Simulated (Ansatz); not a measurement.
Total energies of CH5FO2Si, SMILES `CO[SiH](O)F`.

Z-matrix (Å, degrees):
```
C
O 1 1.412
H 1 1.091 2 108.1
H 1 1.095 2 111.2 3 -119.0
H 1 1.094 2 111.3 3 119.4
Si 2 1.623 1 125.5 3 -176.0
F 6 1.595 2 107.9 1 49.5
O 6 1.619 2 108.8 1 170.5
H 6 1.471 2 114.0 1 -68.9
H 8 0.958 6 118.6 2 -39.6
```

Charge 0, multiplicity 1. Geometry: relaxed with PBE0-D4/def2-TZVP. It is one conformer, not always the lowest. Basis def2-TZVPP, the Gaussian-basis code of Ansatz.

RPA on PBE orbitals: Hartree–Fock energy of these orbitals -579.13005 Eh, correlation -1.59311 Eh (frozen core).

```
             functional  energy without D4 (Eh)  D4 term (kJ/mol)
            LDA (SPW92)              -577.94648                 –
                    PBE              -580.73285             -17.3
                 revPBE              -581.02957             -56.2
                 r2SCAN              -581.03613              -4.2
                   PBE0              -580.77023             -14.5
HSE06 (plane-wave form)              -580.75057             -13.4
              CAM-B3LYP              -581.12212             -14.5
                LC-ωPBE              -580.94571                 –
                ωB97X-V              -581.05792                 –
                 B2PLYP              -580.89925                 –
```

(1) Give the same for BLYP, B97M-V, B3LYP, r2SCANh, r2SCAN0, BHLYP, ωB97M-V, PBE-QIDH. (An estimate is asked.)

B3LYP takes the VWN-RPA correlation (the form of Gaussian; ORCA's B3LYP/G). HSE06 is the plane-wave form, built on full-range PBE exchange. The double hybrids freeze the cores in their second-order part.

Answers

(1) Ansatz gave: 
```json
{"functional": "BLYP", "energy without D4 (Eh)": "-581.14110", "D4 term (kJ/mol)": "-38.5"}
{"functional": "B97M-V", "energy without D4 (Eh)": "-581.04334", "D4 term (kJ/mol)": "–"}
{"functional": "B3LYP", "energy without D4 (Eh)": "-581.22598", "D4 term (kJ/mol)": "-27.7"}
{"functional": "r2SCANh", "energy without D4 (Eh)": "-581.01892", "D4 term (kJ/mol)": "-4.5"}
{"functional": "r2SCAN0", "energy without D4 (Eh)": "-580.99429", "D4 term (kJ/mol)": "-4.9"}
{"functional": "BHLYP", "energy without D4 (Eh)": "-581.07242", "D4 term (kJ/mol)": "-20.2"}
{"functional": "ωB97M-V", "energy without D4 (Eh)": "-581.09106", "D4 term (kJ/mol)": "–"}
{"functional": "PBE-QIDH", "energy without D4 (Eh)": "-580.65627", "D4 term (kJ/mol)": "–"}
```

LC-ωPBE has ω = 0.4 bohr⁻¹.
